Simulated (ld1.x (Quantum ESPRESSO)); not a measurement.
**Configuration tests for phosphorus (P) (ultrasoft)**

ld1.x (Quantum ESPRESSO) 7.5 input, shortened:

```
&input
   title='P', zed=15., rel=1, dft='PW91', iswitch=3,
   config='[Ne] 3s2 3p1 3d-2'
 /
 &inputp
   pseudotype=3, tm=.true., lloc=-1, rcloc=1.75,
   nlcc=.true., rcore=1.80,
   which_augfun='PSQ', rmatch_augfun=1.00
 /
5
3S  1  0   2.00   0.00  1.40  1.85  0.0
3S  1  0   0.00  -2.20  1.40  1.85  0.0
3P  2  1   1.00   0.00  1.60  1.85  0.0
3P  2  1   0.00  -1.15  1.60  1.85  0.0
3D  3  2  -2.00   0.15  1.80  2.00  0.0
 &test
   configts(1)='3s2 3p1'
 /
```

Energies are relative to the spin-unpolarised reference configuration 3s2 3p1; without spin polarisation the order of configurations can differ from experiment.

| valence configuration | charge | ΔE all-electron (eV) | error AE − PS (meV) |
| --- | --- | --- | --- |
| 3s2 3p2 | +1 | -19.207 | +9.0 |
| 3s2 3p0 | +3 | 29.821 | +5.0 |
| 3s1 3p4 | 0 | -20.443 | -7.6 |
| 3s1 3p3 | +1 | -10.082 | -5.7 |
| 3s1 3p0 | +4 | 81.915 | +68 |

(1) What are ΔE and the potential's error for 3s2 3p3.3?

(2) What are ΔE and the potential's error for 3s2 3p3?

Levels in the configuration 3s2 3p3:

```json
{"level": "3s", "all-electron (eV)": "-14.016", "pseudo (eV)": "-14.017"}
{"level": "3p", "all-electron (eV)": "-5.548", "pseudo (eV)": "-5.545"}
```

## Answers

(1) ΔE = -30.302 eV all-electron; the error (AE − PS) is +3.2 meV.

(2) ΔE = -28.983 eV all-electron; the error (AE − PS) is +5.1 meV.

ld1.x printed “convergence not achieved” for 2 of the counted tests; their residual had stalled under 1e-8, short of the target of 1e-14.
